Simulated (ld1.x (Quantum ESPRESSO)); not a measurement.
Before and after: RRKJ potential for silicon (Si)

ld1.x (Quantum ESPRESSO) 7.5 input, shortened:

```
&input
   title='Si', zed=14., rel=1, dft='BLYP', iswitch=3,
   config='[Ne] 3s2 3p0'
 /
 &inputp
   pseudotype=2, tm=.false., lloc=0,
   nlcc=.false.
 /
2
3P  2  1   0.00   0.00  1.40  1.40  0.0
3S  1  0   2.00   0.00  1.50  1.50  0.0
 &test
   configts(1)='3s2 3p0'
 /
```

All-electron outer shells of the reference configuration (BLYP, scalar-relativistic, ld1.x):

| shell | level (eV) | outermost node (bohr) | outermost maximum (bohr) |
| --- | --- | --- | --- |
| 3s | -28.48 | 0.71 | 1.69 |
| 3p | -20.45 | 0.71 | 1.89 |

Change: functional Wu–Cohen.

Cutoffs: the cutoffs (Ry, on a coarse ladder) from which the occupation-weighted sum of valence levels, in a spherical-Bessel basis at the reference potential, stays within 10 and 1 mRy of its value at 400 Ry; they do not see the model core or the augmentation charge, which bear on the density cutoff. Errors are all-electron minus pseudo energies relative to the spin-unpolarised reference configuration.

Question: What does the change do?

Answer: The potential gets softer (25 Ry and 40 Ry → 21 Ry and 40 Ry); of the 7 tests that both files solve, the error grows in 0 and shrinks in 7 by more than 15 % and 0.3 meV (median size 63.6 → 18.8 meV); neither file shows a bound ghost.

```tsv
quantity	base	changed
cutoff, loose	25 Ry	21 Ry
cutoff, tight	40 Ry	40 Ry
bound ghosts	none	none
error for 3s2 3p2, meV [ΔE -23.48 → -23.71 eV]	+61	+19
error for 3s2 3p1, meV [ΔE -15.89 → -15.99 eV]	+26	+7.6
error for 3s1 3p0, meV [ΔE 34.00 → 33.95 eV]	+117	+21
error for 3s2 3p2.3, meV [ΔE -24.36 → -24.63 eV]	+68	+21
error for 3s2 3p1.5, meV [ΔE -20.63 → -20.80 eV]	+45	+14
error for 3s0 3p4, meV [ΔE -9.60 → -9.95 eV]	+97	+21
error for 3s1 3p3, meV [ΔE -16.63 → -16.90 eV]	+64	+16
s: phases at 1.66 bohr within 0.05 rad from the reference energy up to (Ry; the scan ends near 5)	3.3	3.2
p: phases at 1.66 bohr within 0.05 rad from the reference energy up to (Ry; the scan ends near 5)	0.1	0.0
```

Base: The cutoffs count occupied waves only; the empty 3p level needs 45 Ry at the loose tolerance. Changed file: The cutoffs count occupied waves only; the empty 3p level needs 45 Ry at the loose tolerance.
